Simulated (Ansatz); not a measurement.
A nudged elastic band was laid between two geometries of C₂H₅AlS (9 atoms, charge 0, multiplicity 1).

Theory: Ansatz 0.2.0, RKS PBE0-D4/def2-SVP.

| Property | Result |
| --- | --- |
| movable images | 5 |
| climbing image | yes |
| spring | 5.0 eV/Å² |
| optimiser | quadratic models (default) |
| start path | through a guess of the saddle point |
| force threshold | 0.05 eV/Å |
| iteration limit | 60 |
| end points | relaxed |

First end point:

```xyz
9
Properties=species:S:1:pos:R:3
C -0.040 1.341 -0.780
C -0.322 0.327 0.064
Al 0.853 -1.229 0.051
S -1.721 0.442 1.136
H 0.825 1.282 -1.449
H -0.640 2.258 -0.847
H 2.084 -1.227 -0.952
H 0.539 -2.438 1.038
H -1.578 -0.756 1.741
```

Last end point:

```xyz
9
Properties=species:S:1:pos:R:3
C -0.040 1.342 -0.781
C -0.322 0.328 0.063
Al 0.852 -1.229 0.050
S -1.721 0.441 1.137
H -0.640 2.259 -0.847
H 0.825 1.281 -1.450
H 2.086 -1.229 -0.950
H 0.538 -2.438 1.036
H -1.577 -0.757 1.742
```

Question: Which bonds break or form, and what moves?

Answer: No bond is made or broken. The dihedral H5–C1–C2–S4 goes from 180 to 0°. The two ends are copies of one structure, up to a mirror image or an exchange of like atoms.

Question: Give the energies along the band, and the barrier.

Answer: It converged. The highest image is number 3 of 0 to 6, 1.68 eV above the ends, which have the same energy within 2 meV. The dihedral H5–C1–C2–S4 jumps by 102° between images 2 and 3, so the path isn't resolved there. Neighbouring images differ by up to 1.6 eV, so the band resolves the path poorly. A vibrational analysis at the climbing image gives one clearly imaginary mode, 617i cm⁻¹: a first-order saddle point.

```csv
image,path coordinate (Å),energy (eV),dihedral H5–C1–C2–S4 (°)
0,0.00,0.00,180
1,1.37,0.10,-179
2,2.74,0.38,-163
3,4.11,1.68,-61
4,6.84,0.05,0
5,9.58,0.04,4
6,12.31,0.00,0
```

Question: What is the geometry of the highest image?

Answer: 
```xyz
9
Properties=species:S:1:pos:R:3:forces:R:3
C 0.366 0.935 -0.435 0.00 0.00 0.00
C -0.615 0.025 0.201 0.00 0.00 0.00
Al 1.201 -0.852 -0.126 0.00 0.00 0.00
S -2.165 0.448 0.588 0.00 0.00 0.00
H 0.035 1.290 -1.428 0.00 0.00 0.00
H 0.583 1.825 0.183 0.00 0.00 0.00
H 1.165 -1.897 -1.327 0.00 0.00 0.00
H 2.032 -1.052 1.218 0.00 0.00 0.00
H -2.602 -0.723 1.126 0.00 0.00 0.00
```

The run took 13 min on 1 thread of Arm Neoverse V2 (shared host), peak memory 0.17 GiB.
